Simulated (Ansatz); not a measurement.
Reactions of CH7BOSSi, SMILES `CB(S)O[SiH3]`.

Gas-phase electronic energies from Ansatz, PBE0-D4/def2-TZVP geometries. CBS: MP2 limit from def2 TZ/QZ plus the TZ coupled-cluster correction, frozen cores. This one scheme is used for every species. Each species was taken in one conformer, which may not be the lowest.

Order these by ΔE at CCSD(T)/CBS, lowest first. (Best estimate.)
A. `CB(S)O[SiH3]` + H₂ → `[SiH3]OBS` + CH₄
B. `CB(S)O[SiH3]` + CH₃OH → `COB(C)O[SiH3]` + H₂S
C. `CB(S)O[SiH3]` + H₂S → `CB(S)S` + silanol
D. `CB(S)O[SiH3]` + silanol → `[SiH3]OB(S)O[SiH3]` + CH₄

D (-119.9 kJ/mol), B (-68.8 kJ/mol), A (-17.9 kJ/mol), C (+47.6 kJ/mol).

Largest T1 diagnostic: 0.013, for `[SiH3]OBS`.
